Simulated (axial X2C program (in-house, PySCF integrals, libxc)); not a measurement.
Potential curves of CuSe⁻, two-component

Calculated with an axial X2C code built on PySCF integrals. Two-component (2c) means X2C with spin–orbit coupling and atomic mean-field two-electron Coulomb and Gaunt terms. Basis: Se dyall-av2z [8s9p6d], Cu dyall-av2z [8s9p6d2f] (cores contracted in-house); Gaussian nuclei, density fitting, unrestricted open shells. Masses: Se 79.917 u, Cu 62.930 u.

State: Ω = 0 (closed shell). Energies in eV from the fragments at the same level (Se- + Cu). Fits are polynomials in 1 − R0/R over 0.85 to 1.23 times the lowest point R0.

```csv
R (Å),B3LYP
1.8922,-1.5555
1.9792,-2.0493
2.0445,-2.2636
2.1097,-2.3797
2.1750,-2.4223
2.2511,-2.4043
2.3272,-2.3348
2.4251,-2.1967
2.5447,-1.9869
2.7188,-1.6558
```

The state is a single determinant with fixed occupations, the lowest that a limited PBE0 search found. Closed shells are restricted here (equal orbitals for both partners); the stretched side of such a curve lies too high. Dissociation energies refer to the lowest single-determinant-based atoms at the same level and basis. Without a current term, density functionals place determinants with orbital angular momentum somewhat too high.

Task: Fit the B3LYP curve near its minimum: give the equilibrium distance, the harmonic wavenumber and the well depth.

Result: At B3LYP, 2c: Re = 2.191 Å, ωe ≈ 302 cm⁻¹, De = 2.42 eV to Se- + Cu; Be follows as 0.0998 cm⁻¹.
